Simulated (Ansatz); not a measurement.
Reactions of GeH8SSi2 (`S[SiH2][SiH2][GeH3]`).

Isolated molecules relaxed with PBE0-D4/def2-TZVP in Ansatz; ΔE leaves out vibrations. CBS: MP2 limit from def2 TZ/QZ plus the TZ coupled-cluster correction, frozen cores. This one scheme is used for every species. For Ge outer-core shells are correlated without core-valence functions, which leaves a few kJ/mol of doubt a bond. Scalar relativity is left out up to krypton. Each species was taken in one conformer, which may not be the lowest.

(1) Order these by ΔE at CCSD(T)/CBS, lowest first. (Best estimate.)
A. `S[SiH2][SiH2][GeH3]` + `BC[SiH3]` → `B[CH]([SiH3])[GeH3]` + `[SiH3][SiH2]S`
B. `S[SiH2][SiH2][GeH3]` + `C=N` → `C=N[SiH2][GeH3]` + `[SiH3]S`
C. `S[SiH2][SiH2][GeH3]` + `OBOCF` → `FCOB[SiH2]S` + `O[SiH2][GeH3]`
D. `S[SiH2][SiH2][GeH3]` + `CO[Si](C)(O)F` → `CO[Si](C)(F)[GeH3]` + `O[SiH2][SiH2]S`
E. `S[SiH2][SiH2][GeH3]` + HCl → `Cl[SiH2][GeH3]` + `[SiH3]S`
F. `S[SiH2][SiH2][GeH3]` + `CSCF` → `FC[SiH2]S` + `CS[SiH2][GeH3]`
G. `S[SiH2][SiH2][GeH3]` + `C=C(O)F` → `[SiH3][SiH2]S` + `O/C(F)=[CH]\[GeH3]`

Largest T1 diagnostic: 0.013, for `FCOB[SiH2]S`.

## Answers

(1) E (-78.7 kJ/mol), F (-60.1 kJ/mol), B (-19.5 kJ/mol), A (+20.6 kJ/mol), G (+30.3 kJ/mol), D (+58.7 kJ/mol), C (+93.7 kJ/mol).
